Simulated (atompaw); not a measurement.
**An all-electron radial function and its pseudo partner (iron)**

Columns: radius, all-electron u(r) and pseudo u(r) of the 3d shell (level -9.48 eV) of iron in the configuration [Ar] 3d6 4s1.75 4p0; PBE, scalar-relativistic, PAW (atompaw) scheme, atompaw 4.2.0.5.

| r (bohr) | all-electron | pseudo |
| --- | --- | --- |
| 0.100 | 0.0696 | 0.0112 |
| 0.200 | 0.2814 | 0.0817 |
| 0.300 | 0.5176 | 0.2364 |
| 0.400 | 0.7073 | 0.4515 |
| 0.500 | 0.8337 | 0.6692 |
| 0.600 | 0.9017 | 0.8311 |
| 0.700 | 0.9235 | 0.9088 |
| 0.800 | 0.9134 | 0.9145 |
| 0.900 | 0.8829 | 0.8832 |
| 1.000 | 0.8405 | 0.8405 |
| 1.100 | 0.7920 | 0.7920 |
| 1.200 | 0.7412 | 0.7412 |
| 1.300 | 0.6903 | 0.6903 |
| 1.400 | 0.6409 | 0.6409 |
| 1.500 | 0.5937 | 0.5937 |
| 1.600 | 0.5492 | 0.5492 |
| 1.700 | 0.5076 | 0.5076 |
| 1.800 | 0.4689 | 0.4689 |
| 1.900 | 0.4330 | 0.4330 |
| 2.000 | 0.3998 | 0.3998 |
| 2.100 | 0.3692 | 0.3692 |
| 2.200 | 0.3409 | 0.3409 |
| 2.300 | 0.3148 | 0.3148 |
| 2.400 | 0.2907 | 0.2907 |
| 2.500 | 0.2685 | 0.2685 |
| 2.600 | 0.2479 | 0.2479 |

(1) How many radial nodes do the two functions have?

(2) At about which radius was the pseudo-wave matched?

(3) Where does each function peak?

(4) Is the pseudo-wave norm-conserving?

Results:

(1) The all-electron 3d function has n − l − 1 = 0; the pseudo-wave has 0.

(2) 0.95 bohr, where the columns begin to agree (steps of 0.10 bohr).

(3) Outermost all-electron maximum near 0.70 bohr, pseudo maximum near 0.80 bohr (to the table’s step).

(4) No, it belongs to a PAW set: the norm inside the radius is not constrained, and the difference is carried by the augmentation charge.
